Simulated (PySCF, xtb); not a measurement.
Ge(H)(OH)(NH2)2 (GeH6N2O), SMILES [GeH]([OH])([NH2])[NH2]. The values are those of a single conformer.

Harmonic wavenumbers (cm⁻¹) from xtb 6.7.1 with GFN2-xTB at its own minimum, in rising order: 139, 165, 193, 209, 219, 241, 488, 536, 544, 622, 648, 672, 682, 752, 798, 805, 1477, 1491, 1865, 3438, 3443, 3469, 3474, 3674.

### Question
What does PBE-D3(BJ)/def2-SVP run with PySCF give at its own minimum? (The exact figures need the calculation; the answer reports its results.)

### Answer
151, 178, 202, 221, 255, 310, 508, 521, 658, 661, 685, 705, 719, 867, 888, 904, 1487, 1490, 2017, 3449, 3461, 3551, 3563, 3739. Paired by order, the mean absolute difference is 49 cm⁻¹ and the zero-point energies are 43.0 and 44.6 kcal/mol.
